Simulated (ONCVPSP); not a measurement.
# Configuration tests for Sb (Z = 51) (ONCV)

Sb, optimised norm-conserving Vanderbilt (ONCV), made with ONCVPSP 4.0.1 (PBE, scalar-relativistic). Core [Ar] 3d10, reference 4s2 4p6 4d10 5s2 5p1 (charge +2). Waves: 4s+5s: rc 1.55 bohr, ncon 4, nbas 7, qcut 6.6 1/bohr, 2 projectors; 4p+5p: rc 1.55 bohr, ncon 3, nbas 7, qcut 8.8 1/bohr, 2 projectors; 4d: rc 1.60 bohr, ncon 4, nbas 9, qcut 8.2 1/bohr, 2 projectors, debl 3.6 Ha. Local part: polynomial inside 1.05 bohr (lpopt 5, dvloc0 0 Ha). Core correction: Teter function, fcfact 1.75, rcfact 1.05.

Energies are relative to the spin-unpolarised reference configuration 4s2 4p6 4d10 5s2 5p1; without spin polarisation the order of configurations can differ from experiment.

Q: Give the all-electron excitation energy and the error of the potential for: 4s2 4p6 4d10 5s2 5p3; 4s2 4p6 4d10 5s2 5p2; 4s2 4p6 4d10 5s2 5p0; 4s2 4p6 4d10 5s1 5p3.

A:

```
valence configuration  charge  ΔE all-electron (eV)  error AE − PS (meV)
 4s2 4p6 4d10 5s2 5p3       0               -24.286                 +5.3
 4s2 4p6 4d10 5s2 5p2      +1               -15.968                 +3.6
 4s2 4p6 4d10 5s2 5p0      +3                24.414                 -6.3
 4s2 4p6 4d10 5s1 5p3      +1                -7.236                 +0.8
```

Levels in the configuration 4s2 4p6 4d10 5s2 5p2:

| level | all-electron (eV) | pseudo (eV) |
| --- | --- | --- |
| 4s | -157.361 | -157.341 |
| 4p | -110.312 | -110.303 |
| 4d | -42.007 | -42.007 |
| 5s | -20.639 | -20.638 |
| 5p | -11.993 | -11.993 |
